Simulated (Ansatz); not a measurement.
```xyz
10

O    -1.934    1.464   -0.194
Si   -1.386    0.230    0.771
Al    0.795   -0.458   -0.082
O     1.741   -1.692    0.584
O     1.223    0.479   -1.434
H    -1.348    1.719   -0.909
H    -2.381   -0.880    0.756
H    -1.323    0.706    2.183
H     2.596   -1.997    0.290
H     2.015    0.429   -1.965
```

Total charge 0; spin multiplicity 1.

(1) List the r2SCAN/def2-TZVPP orbital energies in eV (Ansatz 0.2.0). (Estimate.)

Answers

(1) The calculation gave: Occupied: -1791.11, -1516.94, -515.62, -515.54, -515.46, -141.50, -110.45, -96.39, -96.34, -96.34, -70.78, -70.61, -70.56, -26.16, -25.78, -25.57, -14.13, -13.31, -12.70, -11.43, -9.31, -9.26, -9.09, -8.37, -8.02, -7.91, -7.29, -6.72. Lowest empty: -1.22, -0.82, -0.53, 1.32, 1.73, 1.87, 2.42, 2.45.
